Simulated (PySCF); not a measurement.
## Successive ionisation energies of tin

Calculated with PySCF 2.14, two-component X2C-1e (Gaussian nucleus, no Breit or QED terms), each ion in its own even-tempered basis; GMP2 freezes the deep shells of the larger ions and drops the highest virtual spinors; eV.

```tsv
ion	configuration	GHF (spin-free)	GHF (screened spin-orbit)	GMP2 (screened spin-orbit)	NIST	kind
Sn³⁸⁺	[Ne] 3s2	2680.8	2680.7	2684.1	2687 ± 4	semi-empirical
Sn³⁹⁺	[Ne] 3s1	2762.6	2762.5	2763.2	2762.49 ± 0.08	semi-empirical
Sn⁴⁰⁺	[Ne]	6492.9	6417.4	6418.9	6421 ± 3	semi-empirical
Sn⁴¹⁺	[He] 2s2 2p5	6698.1	6628.2	6629.7	6631 ± 10	semi-empirical
Sn⁴²⁺	[He] 2s2 2p4	6905.9	6860.7	6860.4	6859 ± 13	semi-empirical
Sn⁴³⁺	[He] 2s2 2p3	7185.2	7079.4	7078.9	7080 ± 50	semi-empirical
Sn⁴⁴⁺	[He] 2s2 2p2	7399.4	7549.4	7551.7	7531 ± 8	semi-empirical
Sn⁴⁵⁺	[He] 2s2 2p1	7616.6	7796.4	7794.8	7790 ± 4	theoretical
Sn⁴⁶⁺	[He] 2s2	8103.8	8103.8	8110.1	8103 ± 7	semi-empirical
Sn⁴⁷⁺	[He] 2s1	8313.5	8313.5	8313.7	8307.0	theoretical
Sn⁴⁸⁺	1s2	34311.4	34311.4	34312.9	34257.1	theoretical
Sn⁴⁹⁺	1s1	35226.5	35226.5	35226.5	35192.5	theoretical
```

**Question.** Where is the largest relative jump?

**Answer.** From Sn⁴⁷⁺ to Sn⁴⁸⁺: 8313.7 to 34312.9 eV, where the electron removed from 1s2 comes from a deeper shell or subshell.
